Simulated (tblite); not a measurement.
Species: C5H8N2OSi.
Geometry (GFN2-xTB, Å), atoms numbered from 1 in this order:
```xyz
17
C5H8N2OSi angstrom
C      2.279   -0.846    0.303
C      1.067   -0.968   -0.215
N      0.119    0.046   -0.257
Si     0.313    1.819   -0.360
C     -0.270    2.535    1.258
N     -0.595    2.975    2.264
C     -1.212   -0.153   -0.280
C     -1.799   -1.529   -0.223
O     -1.890    0.870   -0.332
H      2.969   -1.669    0.280
H      2.614    0.064    0.765
H      0.745   -1.906   -0.651
H     -0.281    2.387   -1.556
H      1.771    1.985   -0.373
H     -1.417   -2.064    0.644
H     -2.881   -1.447   -0.155
H     -1.539   -2.087   -1.122
```

Method: GFN2-xTB as coded in tblite; computed harmonic values from a numerical Hessian at the method's own geometry, unscaled. This tight-binding method is rough: wavenumbers can miss measured ones by several per cent, in bad cases by 10 to 20. Modes of hydrogen on silicon can be 10 to 20 % off. One conformer, not necessarily the lowest.

Harmonic wavenumbers (cm⁻¹): 50.5, 66.4, 88.9, 139.2, 166.2, 168.5, 215.6, 237.0, 305.7, 341.3, 374.9, 471.1, 505.1, 547.1, 564.0, 601.9, 623.9, 661.4, 679.9, 742.0, 840.8, 857.0, 913.8, 995.0, 1002.8, 1007.6, 1040.1, 1250.7, 1303.5, 1367.7, 1382.6, 1425.5, 1452.5, 1459.8, 1641.6, 1694.1, 2244.3, 2365.4, 2375.8, 3007.6, 3024.7, 3039.1, 3059.4, 3125.7, 3158.0.

A = 1747, B = 1187, C = 862.1 MHz; mass 140.041 u (most abundant isotopes); point group C1, symmetry number 1.

Task: What is the zero-point energy?

Result: Half the sum of the wavenumbers: 26293 cm⁻¹ = 75.17 kcal/mol.

Task: Entropy at 298.15 K, 1 bar (ideal gas, RRHO, classical rotation)?

Result: Translation 40.75, rotation 29.58, vibration 33.20: S = 103.5 cal/(mol K).

Task: And Cp and H(298.15 K) − H(0)?

Result: Cp = 41.26 cal/(mol K), of which vibrations give 33.31 (their classical limit is 45 R = 89.4); H(298.15 K) − H(0) = 7.59 kcal/mol without the zero-point energy, 5.22 from vibrations.

Task: Blend soft modes into free rotors: weight 1/[1 + (100 cm⁻¹/ν̃)⁴] for the oscillator and the rest for a rotor with moment μB/(μ + B), μ = h/(8π²ν), B = 10⁻⁴⁴ kg m². What vibrational entropy results?

Result: 30.67 cal/(mol K) in place of 33.20, which changes −T·S at 298.15 K by +0.75 kcal/mol.

Task: What must be added to the electronic energy to get the Gibbs energy at 298.15 K and 1 bar?

Result: ZPE + [H(298.15 K) − H(0)] − T·S = 75.17 + 7.59 − 30.86 = 51.90 kcal/mol.

Task: Which modes carry the vibrational entropy at 298.15 K?

Result: 50.5 cm⁻¹: 4.80; 66.4 cm⁻¹: 4.26; 88.9 cm⁻¹: 3.68; 139.2 cm⁻¹: 2.81; 166.2 cm⁻¹: 2.48; 168.5 cm⁻¹: 2.45 cal/(mol K); the other 39 give 12.71 together.

Task: How do the functions run with temperature in this model?

Result: 
| T (K) | S (cal/(mol K)) | Cp (cal/(mol K)) | H − H(0) (kcal/mol) | G − H(0) (kcal/mol) | ln q(vib) |
| --- | --- | --- | --- | --- | --- |
| 150 | 80.8 | 26.2 | 2.56 | -9.56 | 3.42 |
| 250 | 96.7 | 36.7 | 5.71 | -18.45 | 6.46 |
| 400 | 116.9 | 49.7 | 12.24 | -34.51 | 10.85 |
| 600 | 139.5 | 61.9 | 23.47 | -60.21 | 16.31 |
| 900 | 167.0 | 73.6 | 43.95 | -106.34 | 23.65 |

q(vib) and H(0) count from the zero-point level.

Hindered rotation and anharmonicity are outside this model. Other conformers, if any are populated, would add a mixing term that is left out. The structure is chiral; the term R ln 2 for an equal mix with its mirror image is left out.
